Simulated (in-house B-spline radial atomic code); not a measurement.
Ca²⁺. Computed with a B-spline radial atomic code. Model: non-relativistic spherical atom: semilocal Troullier-Martins pseudo-atom, one channel per l, against all electrons, high spin, G0W0 and RPA with empty states to l = 8, local potential for every l without a channel, a model core (radius 0 = none) keeps its share of the functional.

What the tables leave out is listed at the end.

The pseudopotential gives back the lowest level of each angular momentum of its own functional in the configuration it was made in; a second state of the same l is only approximately right. Exact exchange, RPA and GW see the smooth pseudo-orbitals and miss the exchange with the core, for which the functional's share stands in. The column with an uncorrelated core keeps all orbitals and exact exchange, and so separates missing core correlation from pseudisation. Only the three outermost levels and the lowest empty one were computed. RPA here is direct RPA, with no exchange kernel, and its energies carry an (l + 1/2)⁻⁴ tail. A hybrid on a potential with a model core restores only its own semilocal share of the core's exchange.

Command:
```bash
python run_psgw.py task.json out
```
Settings (lengths in bohr, energies in hartree):
```
Z                      20
electrons              18
configuration          [Ne] 3s2 3p6
generated_in           [Ar] 4s2
functional             pbe,pbe
core_shells            3
radius_factor          1.3
core_correction        False
```

Run time, properties included: 12 s on 1 thread of AMD EPYC 7R43 64-Core Processor (Zen 3), with other jobs on the host.

Given: made with PBE; model core radius 0 bohr; local radius 1.582 bohr; mean-field start PBE.

Valence shells of the generating configuration: 3s, 3p, 4s.

Channel: s 1.31, p 1.363, d 3.12 (radii in bohr).

Computed: largest level miss in the spin-unpolarised generating configuration 0.054 eV; valence RPA correlation energy all-electron orbitals -0.46262 hartree; valence RPA correlation energy pseudo -0.45657 hartree; pseudo-atom RPA polarisability 3.1461 bohr³.

```json
{"level": "3p", "occupied": "1", "mean-field all-electron (eV)": "-43.057", "mean-field pseudo minus all (eV)": "-0.147", "G0W0 all-electron (eV)": "-50.829", "G0W0 uncorrelated core minus all (eV)": "0.149", "G0W0 pseudo minus all (eV)": "-0.201", "exchange self-energy all-electron (eV)": "-31.736", "exchange self-energy pseudo (eV)": "-28.177"}
{"level": "3d (empty)", "occupied": "0", "mean-field all-electron (eV)": "-16.046", "mean-field pseudo minus all (eV)": "-0.033", "G0W0 all-electron (eV)": "-10.301", "G0W0 uncorrelated core minus all (eV)": "0.106", "G0W0 pseudo minus all (eV)": "-0.306", "exchange self-energy all-electron (eV)": "-8.1137", "exchange self-energy pseudo (eV)": "-6.2637"}
```

Task: What is the all-electron RPA polarisability, core included?

Result: 3.0585 bohr³.

Given: mean-field start PBE0.

Computed: valence RPA correlation energy pseudo -0.42831 hartree; all-electron RPA polarisability, core included 2.8099 bohr³; pseudo-atom RPA polarisability 2.8893 bohr³.

| level | occupied | mean-field all-electron (eV) | mean-field pseudo minus all (eV) | G0W0 all-electron (eV) | G0W0 uncorrelated core minus all (eV) | G0W0 pseudo minus all (eV) | exchange self-energy all-electron (eV) | exchange self-energy pseudo (eV) |
| --- | --- | --- | --- | --- | --- | --- | --- | --- |
| 3p | 1 | -45.375 | -0.14 | -51.044 | 0.147 | -0.177 | -31.678 | -28.193 |
| 3d (empty) | 0 | -14.308 | -0.215 | -10.338 | 0.093 | -0.259 | -7.5566 | -6.0042 |

Task: What is the valence RPA correlation energy all-electron orbitals?

Result: -0.43196 hartree.

Given: mean-field start Hartree-Fock.

Computed: valence RPA correlation energy pseudo -0.36371 hartree; all-electron RPA polarisability, core included 2.3177 bohr³; pseudo-atom RPA polarisability 2.3637 bohr³.

```json
{"level": "3p", "occupied": "1", "mean-field all-electron (eV)": "-51.071", "mean-field pseudo minus all (eV)": "-0.213", "G0W0 all-electron (eV)": "-51.495", "G0W0 uncorrelated core minus all (eV)": "0.142", "G0W0 pseudo minus all (eV)": "-0.068", "exchange self-energy all-electron (eV)": "-31.407", "exchange self-energy pseudo (eV)": "-28.166"}
{"level": "3s", "occupied": "1", "mean-field all-electron (eV)": "-75.595", "mean-field pseudo minus all (eV)": "-0.172", "G0W0 all-electron (eV)": "-71.974", "G0W0 uncorrelated core minus all (eV)": "0.082", "G0W0 pseudo minus all (eV)": "-0.044", "exchange self-energy all-electron (eV)": "-39.393", "exchange self-energy pseudo (eV)": "-35.18"}
{"level": "4s (empty)", "occupied": "0", "mean-field all-electron (eV)": "-11.294", "mean-field pseudo minus all (eV)": "-0.122", "G0W0 all-electron (eV)": "-11.765", "G0W0 uncorrelated core minus all (eV)": "0.012", "G0W0 pseudo minus all (eV)": "-0.131", "exchange self-energy all-electron (eV)": "-1.1496", "exchange self-energy pseudo (eV)": "-0.8742"}
```

Task: What is the valence RPA correlation energy all-electron orbitals?

Result: -0.3635 hartree.

Among the listed levels the largest G0W0 shift of the pseudo-atom is -0.31 eV, for 3d (empty) on the PBE start, while leaving the core uncorrelated moves that level by +0.11 eV. So pseudisation and the lost core exchange, not the missing core correlation, make the error. Not in the tables (levels of low weight, unsolved or above zero; the highest and the empty levels are kept at any weight): on PBE the G0W0 levels 3s (pseudo minus all -0.18 eV, weights 0.61 and 0.62); on PBE0 the G0W0 levels 3s (pseudo minus all -0.15 eV, weights 0.73 and 0.74).
